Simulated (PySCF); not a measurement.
PbCl₂, SMILES [Cl][Pb][Cl] (connectivity only; charge and spin as stated), neutral, multiplicity 1.

Geometry optimised at B3LYP-D3(BJ)/def2-TZVP. The isomer is the one that the SMILES or the coordinates give; other isomers of the formula were not compared. The def2 effective core potentials stand for the cores of Pb; spin–orbit coupling is left out.

Two levels are set side by side: PBE/def2-TZVPD (PySCF) and CAM-B3LYP/def2-TZVPD (PySCF). Same geometry, gas phase. Differences are taken from unrounded values.

```
quantity                       PBE
---------------------------  -----
orbital gap (eV)              3.23
highest occupied level (eV)  -7.12
lowest empty level (eV)      -3.89
dipole moment (D)             4.38
mean polarisability (bohr³)   76.2
```

**Question.** These are the PBE values. What does CAM-B3LYP give? (Estimate from the structure and the level; the computed values follow.)

**Answer.** 
```csv
quantity,CAM-B3LYP,PBE minus CAM-B3LYP
orbital gap (eV),7.09,-3.86
highest occupied level (eV),-9.52,2.39
lowest empty level (eV),-2.43,-1.46
dipole moment (D),4.80,-0.42
mean polarisability (bohr³),72.4,3.8
```

Without exact exchange PBE keeps part of each electron's self-repulsion, which lifts occupied levels and narrows the gap. PBE's more diffuse valence density responds more strongly to a field. Differences between two approximate levels are no errors against the true value.

Rough cost on one machine, each run with all the roots and properties that it gave: CAM-B3LYP against PBE within a factor of 2.
